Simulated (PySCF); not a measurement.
[PySCF 2.14.0 with density-fitted response routines: σ from GIAO-PBE0/pcSseg-1; geometry from GFN2-xTB; isolated molecule; one averaged value for each set of equivalent atoms; one computed conformer; non-relativistic Hamiltonian]

Chemical shifts δ = σref − σ; 1H and 13C against TMS, all at this level. Shifts are as computed. Against solution values, carbons near 30 ppm lie about +3 ppm off and those near 130 ppm about +5 ppm. Of 1211 compounds with measured shifts, 218 miss one by over three times the rms of a fit or turn the order of signals round; such compounds aren't used in these exercises.

(1) Order these molecules by the shift of their most deshielded carbon, lowest δ first.
A. CC#C[Si@H](P)[SiH](C)C
B. Fc1ccpcn1
C. C=C(C=O)[Si@@H]([SiH3])[SiH2][SiH3]
D. C=CC1=C(OC)P1

(2) Order these molecules by the shift of their most deshielded carbon-bound hydrogen, lowest δ first.
A. C=C(C=O)[Si@@H]([SiH3])[SiH2][SiH3]
B. C=CC1=C(OC)P1
C. Fc1ccpcn1
D. CC#C[Si@H](P)[SiH](C)C

(3) How many 13C and 1H signals does each give (equivalence by symmetry and fast rotation, but not about amide C–N or C=N bonds)? `C=CC1=C(OC)P1`, `Fc1ccpcn1`, `CC#C[Si@H](P)[SiH](C)C`, `C=C(C=O)[Si@@H]([SiH3])[SiH2][SiH3]`

## Answers

(1) A (116.7 ppm, alkyne carbon), D (146.9 ppm, alkene carbon bearing oxygen), B (193.4 ppm, aromatic CH next to a ring nitrogen), C (205.0 ppm, aldehyde carbonyl carbon).

(2) D (2.10 ppm, hydrogen on a propargylic methyl carbon), B (7.04 ppm, hydrogen on an alkene CH), A (9.72 ppm, hydrogen on an aldehyde carbonyl carbon), C (10.50 ppm, hydrogen on an aromatic CH next to a ring nitrogen).

(3) C=CC1=C(OC)P1: 5 C, 5 H; Fc1ccpcn1: 4 C, 3 H; CC#C[Si@H](P)[SiH](C)C: 5 C, 6 H; C=C(C=O)[Si@@H]([SiH3])[SiH2][SiH3]: 3 C, 8 H.
